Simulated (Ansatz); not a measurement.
Basis-set series for BH18N3Si6 (`[SiH3]N([SiH3])B(N([SiH3])[SiH3])N([SiH3])[SiH3]`). The species carries charge 0 and has multiplicity 1. Geometry: relaxed with PBE0-D4/def2-TZVP. It is one conformer, not always the lowest.

Cartesian coordinates in Å:
```
Si 1.2128 2.0090 1.5736
N 0.1884 1.4053 0.2990
Si -0.5081 2.5619 -0.8049
B 0.0071 -0.0011 0.0011
N -0.2813 -0.9360 1.0699
Si -1.2943 -0.3838 2.3778
Si 0.4691 -2.5017 1.2251
N 0.0177 -0.4560 -1.3748
Si -1.1462 -1.6705 -1.8348
Si 1.2350 -0.0094 -2.5397
H 1.8934 0.8638 2.2259
H 0.4551 2.7956 2.5801
H 2.2338 2.9089 0.9711
H -0.5027 3.8774 -0.1113
H -1.9007 2.1714 -1.1366
H 0.2638 2.6986 -2.0681
H -2.4791 0.3267 1.8363
H -0.5851 0.5197 3.3217
H -1.7276 -1.5928 3.1276
H 1.4689 -2.6650 0.1416
H -0.5214 -3.6075 1.1794
H 1.1580 -2.5656 2.5429
H -2.4868 -1.3128 -1.3088
H -0.7905 -3.0306 -1.3510
H -1.1762 -1.6982 -3.3214
H 0.6609 0.7072 -3.7072
H 1.8827 -1.2507 -3.0446
H 2.2531 0.8362 -1.8700
```

```
functional       basis  functions  energy (Eh)  HOMO (eV)  LUMO (eV)
   PBE0-D4  def2-TZVPP        628  -1936.28923      -7.85      -0.45
   PBE0-D4  def2-QZVPP       1188  -1936.36124      -7.86      -0.51
   ωB97M-V  def2-TZVPP        628  -1937.01467     -10.10       1.22
   ωB97M-V  def2-QZVPP       1188  -1937.08073     -10.10       1.04
```

Give the rows for def2-SVP. (Best estimate.)

Ansatz gave: 
```
functional     basis  functions  energy (Eh)  HOMO (eV)  LUMO (eV)
   PBE0-D4  def2-SVP        254  -1935.45046      -7.76      -0.11
   ωB97M-V  def2-SVP        254  -1936.16169      -9.96       1.72
```

Positive LUMOs are unbound and depend on the basis.
